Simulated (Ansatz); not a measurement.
Au₂H₄S₂Si₂, SMILES [Au][S][SiH2][SiH2][S][Au], multiplicity 1. Atoms are numbered in the order given.

```xyz
10

Au    -3.2386    -2.9180     0.6495
S     -2.4921    -0.9566    -0.1880
Si    -0.4274    -1.0103     0.4293
Si     0.4179     1.0243    -0.4161
S      2.4857     0.9632     0.1898
Au     3.2322     2.9271    -0.6418
H      0.3321    -2.1545    -0.1601
H     -0.2589    -1.0475     1.9138
H     -0.3353     2.1692     0.1801
H      0.2415     1.0654    -1.8995
```
Charge 0, spin multiplicity 1.

Geometry optimised at r2SCAN-D4/def2-SVP. The multiplicity is an assumed one; no other spin state was optimised. The def2 effective core potentials stand for the cores of Au; spin–orbit coupling is left out. One conformer was computed; it need not be the lowest.

Two levels are set side by side: PBE-D3(BJ)/def2-SVP (Ansatz, a quantum-chemistry and plane-wave program) and r2SCAN-D4/def2-SVP (Ansatz). Each level has its own optimised geometry; the coordinates shown are those of the second. Differences are taken from unrounded values.

```json
[
 {"quantity": "mean bond length (Å)", "r2SCAN-D4": "1.908", "PBE-D3(BJ)": "1.919", "PBE-D3(BJ) minus r2SCAN-D4": "0.012"},
 {"quantity": "bond Au1–S2 (Å)", "r2SCAN-D4": "2.260", "PBE-D3(BJ)": "2.276", "PBE-D3(BJ) minus r2SCAN-D4": "0.017"},
 {"quantity": "bond S2–Si3 (Å)", "r2SCAN-D4": "2.156", "PBE-D3(BJ)": "2.166", "PBE-D3(BJ) minus r2SCAN-D4": "0.010"},
 {"quantity": "bond Si3–Si4 (Å)", "r2SCAN-D4": "2.360", "PBE-D3(BJ)": "2.370", "PBE-D3(BJ) minus r2SCAN-D4": "0.010"},
 {"quantity": "bond Si4–S5 (Å)", "r2SCAN-D4": "2.156", "PBE-D3(BJ)": "2.166", "PBE-D3(BJ) minus r2SCAN-D4": "0.010"},
 {"quantity": "bond S5–Au6 (Å)", "r2SCAN-D4": "2.260", "PBE-D3(BJ)": "2.276", "PBE-D3(BJ) minus r2SCAN-D4": "0.017"},
 {"quantity": "bond Si3–H7 (Å)", "r2SCAN-D4": "1.494", "PBE-D3(BJ)": "1.505", "PBE-D3(BJ) minus r2SCAN-D4": "0.010"},
 {"quantity": "bond Si3–H8 (Å)", "r2SCAN-D4": "1.494", "PBE-D3(BJ)": "1.505", "PBE-D3(BJ) minus r2SCAN-D4": "0.010"},
 {"quantity": "bond Si4–H9 (Å)", "r2SCAN-D4": "1.494", "PBE-D3(BJ)": "1.505", "PBE-D3(BJ) minus r2SCAN-D4": "0.010"},
 {"quantity": "bond Si4–H10 (Å)", "r2SCAN-D4": "1.494", "PBE-D3(BJ)": "1.505", "PBE-D3(BJ) minus r2SCAN-D4": "0.010"}
]
```

Here PBE gives about what the other level gives.
